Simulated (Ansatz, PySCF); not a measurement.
Molecule: H₆Se, net charge 0, singlet state. 
Geometry from a B3LYP-D3(BJ)/def2-TZVP (Ansatz, an electronic-structure program) optimisation:
SMILES: [SeH6]
```xyz
7

Se     0.0000     0.0000     0.0000
H      1.5612     0.0042     0.0010
H     -1.5612    -0.0042    -0.0010
H     -0.0042     1.5612     0.0049
H      0.0042    -1.5612    -0.0049
H     -0.0010    -0.0049     1.5612
H      0.0010     0.0049    -1.5612
```

Property: atomisation energy (electronic, to ground-state atoms), in kcal/mol. Cores are frozen in the correlated levels unless marked. UHF or UKS for open shells. No spin-orbit coupling. Frozen are the shells of the preceding noble gas and the d and f shells that filled before the atom's block. Non-relativistic. The coupled-cluster limit lacks core correlation, which all-electron functionals hold. CBS marks a two-point X^-3 extrapolation of the correlation energy; Hartree-Fock from the larger set. [CCSD(T)-MP2]/basis is that difference in the basis named.

```json
[
 {"level": "HF/def2-TZVPD", "program": "PySCF", "atomisation energy (kcal/mol)": "140.1"},
 {"level": "HF/def2-TZVPP", "program": "Ansatz", "atomisation energy (kcal/mol)": "140.8"},
 {"level": "revPBE-D3(BJ)/def2-TZVPD", "program": "Ansatz + dftd3", "atomisation energy (kcal/mol)": "259.2"},
 {"level": "B2PLYP-D3(BJ)/def2-TZVPD", "program": "Ansatz + dftd3", "atomisation energy (kcal/mol)": "251.4"},
 {"level": "CCSD/aug-cc-pVDZ", "program": "Ansatz", "atomisation energy (kcal/mol)": "237.4"},
 {"level": "RI-MP2/CBS(def2-TZVPP,def2-QZVPP)+[CCSD(T)-MP2]/def2-SVP", "program": "Ansatz", "atomisation energy (kcal/mol)": "264.7"},
 {"level": "CCSD(T)/CBS(cc-pVTZ,cc-pVQZ)", "program": "Ansatz", "atomisation energy (kcal/mol)": "261.5"}
]
```
